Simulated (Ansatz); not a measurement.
Cost and result for the atomization energy of `[OH][GaH][SH]` (6 atoms, 5 bonds).

Total charge 0; spin multiplicity 1. Correlated methods include outer-core shells of Ga, which these sets cover unevenly. Scalar relativity is left out up to krypton. Geometry: relaxed with PBE0-D4/def2-TZVP. It is one conformer, not always the lowest. Program: Ansatz. All runs use 2 threads of a server CPU on a shared host. Times are those of one run each, without the atoms' runs, and a repeat can differ threefold. Electronic energies, without spin–orbit coupling; frozen cores. CCSD(T)/CBS adds CCSD(T) − MP2 in def2-TZVPP to the MP2 limit, and its time is that of the two runs behind it. T1 = 0.014. With those shells the extrapolation isn't a true limit. B3LYP takes the VWN-RPA correlation (the form of Gaussian; ORCA's B3LYP/G).

CCSD(T)/CBS is a level of theory with its own doubt, some kJ/mol a heavy atom from the limit and from the frozen cores, so smaller differences don't rank the functionals.

```csv
level,functions,wall time
LDA (SPW92)/def2-TZVPP,163,1 s
revPBE-D4/def2-TZVPP,163,1.4 s
BLYP-D4/def2-TZVPP,163,1.6 s
CCSD(T)/def2-SVP,79,2.2 s
B3LYP-D4/def2-TZVPP (with forces),163,2.5 s
r2SCAN-D4/def2-TZVPP (with forces),163,2.8 s
B2PLYP/def2-TZVPP,163,3.2 s
PBE-QIDH/def2-TZVPP,163,3.6 s
B97M-V/def2-TZVPP,163,4.3 s
ωB97M-V/def2-TZVPP (with forces),163,6 s
MP2/def2-QZVPP,306,10 s
CCSD(T)/def2-TZVPP,163,23 s
CCSD(T)/CBS(def2),–,33 s
```

Question: What atomization energy does each give, and how far from CCSD(T)/CBS? (Best estimate.)

Answer: The calculation gave: 
| level | atomization (kJ/mol) | difference from CCSD(T)/CBS | per bond |
| --- | --- | --- | --- |
| LDA (SPW92)/def2-TZVPP | 2059.1 | 262.7 | 52.5 |
| revPBE-D4/def2-TZVPP | 1741.6 | -54.8 | -11.0 |
| BLYP-D4/def2-TZVPP | 1752.9 | -43.5 | -8.7 |
| CCSD(T)/def2-SVP | 1649.5 | -146.9 | -29.4 |
| B3LYP-D4/def2-TZVPP (with forces) | 1753.3 | -43.1 | -8.6 |
| r2SCAN-D4/def2-TZVPP (with forces) | 1791.8 | -4.6 | -0.9 |
| B2PLYP/def2-TZVPP | 1750.3 | -46.1 | -9.2 |
| PBE-QIDH/def2-TZVPP | 1761.4 | -35.0 | -7.0 |
| B97M-V/def2-TZVPP | 1794.3 | -2.1 | -0.4 |
| ωB97M-V/def2-TZVPP (with forces) | 1780.9 | -15.5 | -3.1 |
| MP2/def2-QZVPP | 1812.8 | 16.4 | 3.3 |
| CCSD(T)/def2-TZVPP | 1748.4 | -48.0 | -9.6 |
| CCSD(T)/CBS(def2) | 1796.4 | 0.0 | 0.0 |

In def2-TZVPP, CCSD(T) changes the Hartree–Fock value by +529.2 kJ/mol (the triples alone add +32.5 kJ/mol) and MP2 by +565.2 kJ/mol; breaking electron pairs costs correlation energy, which Hartree–Fock lacks. At CCSD(T), def2-SVP lies −147.0 kJ/mol from the extrapolated value and def2-TZVPP −48.0 kJ/mol: correlation converges slowly with the basis, and small sets miss more of it in the bonded molecule than in its fragments. From PBE to PBE0 (25 % exact exchange), in def2-TZVPP and without D4, the atomization energy moves by −36.7 kJ/mol: exact exchange takes away binding that semilocal exchange gives to molecules.
